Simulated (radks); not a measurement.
V3+, 20 electrons, occupied as [Ar] 3d2. Calculated with a radial shooting solver on a logarithmic mesh with Libxc functionals: scalar-relativistic Kohn-Sham, PBEsol, spin-unpolarised, spherical densities, point nucleus.

Normalised radial functions P(r) = r R(r), r in bohr:

r             2p       3p
0.003528  0.0049   0.0018
0.005056  0.0098   0.0036
0.007306  0.0195   0.0072
0.01047   0.0381   0.0141
0.01501   0.0735   0.0271
0.02151   0.1390   0.0513
0.03083   0.2555   0.0940
0.04455   0.4558   0.1670
0.06386   0.7560   0.2745
0.09153   1.1545   0.4107
0.1312    1.5738   0.5331
0.188     1.8385   0.5463
0.2717    1.7350   0.3186
0.3894    1.2307  -0.1803
0.5582    0.5951  -0.7676
0.8       0.1716  -1.0788
1.147     0.0243  -0.9080
1.644     0.0013  -0.4733
2.375     0.0000  -0.1354
3.404     0.0000  -0.0185

2p: eigenvalue -537.66 eV, 0 radial nodes, <r> = 0.274 bohr, 90 % of the charge inside 0.451 bohr. 3p: eigenvalue -77.164 eV, 1 radial node at r = 0.348 bohr, <r> = 0.994 bohr, 90 % of the charge inside 1.52 bohr.
